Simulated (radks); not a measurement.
Results of a calculation; reference values are marked as such.
Spherical quantum dot in the effective-mass picture: electrons in a parabolic well V = omega^2 r^2 / 2 with omega = 0.292, all in effective atomic units (hartree* = m*/eps^2 hartree, bohr* = eps/m* bohr), one dielectric constant everywhere. Level of theory: non-relativistic Kohn-Sham, PBE, spin-polarised, spherical densities (a radial shooting solver with Libxc functionals). Levels are named by radial order and angular momentum (1s, 1p, 1d, 2s, ...), and open shells are averaged over m. Results are scaled to m* = 0.212 and eps = 9.5, for which hartree* = 63.92 meV and bohr* = 2.371 nm.

N = 3, configuration 1s2 1p(up 1, down 0). This is the lowest configuration that the search found. Occupied and some empty levels:

| level | occupation | eigenvalue (meV) | <r> (nm) |
|---|---|---|---|
| 1s up | 1 | 77.198 | 5.987 |
| 1s down | 1 | 78.985 | 5.826 |
| 1p up | 1 | 90.164 | 7.423 |
| 1p down | 0 | 92.616 | 7.413 |
| 1d up | 0 | 105.06 | 8.578 |
| 1d down | 0 | 107.52 | 8.644 |
| 2s up | 0 | 108.76 | 7.817 |
| 2s down | 0 | 109.77 | 7.878 |
| 1f up | 0 | 121.06 | 9.609 |
| 1f down | 0 | 123.27 | 9.696 |

Energy (meV): total 162.759, kinetic 39.132, external 68.273, Hartree 95.310, exchange-correlation -39.957.
